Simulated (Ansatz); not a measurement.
Born–Oppenheimer molecular dynamics of Cl3GeH (5 atoms, charge 0, multiplicity 1). It starts from a relaxed structure.

Theory: RHF/def2-SVP in Ansatz.

```yaml
ensemble: NVT, Langevin thermostat
time_step: 0.5 fs
steps_asked: 166
set_temperature: 300 K
friction: 0.001 /fs
temperature_schedule: 41 steps to 300 K, then 125 steps to 600 K
seed: 946040
```

First frame:

```xyz
5
Properties=species:S:1:pos:R:3
Ge 0.000 0.000 0.011
H 0.000 0.000 1.523
Cl 2.003 0.000 -0.734
Cl -1.001 1.734 -0.734
Cl -1.001 -1.734 -0.734
```

Problem. How far do the bonds stretch over the last three quarters of this one trajectory? (Pairs bonded in most of those frames.)

Solution. 
```json
{"bond": "Ge1–H2", "mean (Å)": "1.517", "spread (Å)": "0.015", "shortest": "1.49", "longest": "1.54"}
{"bond": "Ge1–Cl3", "mean (Å)": "2.139", "spread (Å)": "0.005", "shortest": "2.13", "longest": "2.15"}
{"bond": "Ge1–Cl4", "mean (Å)": "2.151", "spread (Å)": "0.037", "shortest": "2.09", "longest": "2.20"}
{"bond": "Ge1–Cl5", "mean (Å)": "2.137", "spread (Å)": "0.022", "shortest": "2.11", "longest": "2.17"}
```

Mean temperature of the second half: 147 K. The schedule's set-point averaged 500 K over the second half and the system 147 K, so it lags behind the ramp. A run of 0.083 ps of so small a system gives no equilibrium averages.

Time of the run: 2.9 min on 2 threads of Arm Neoverse V1, with other jobs on the host, peak memory 0.19 GiB.
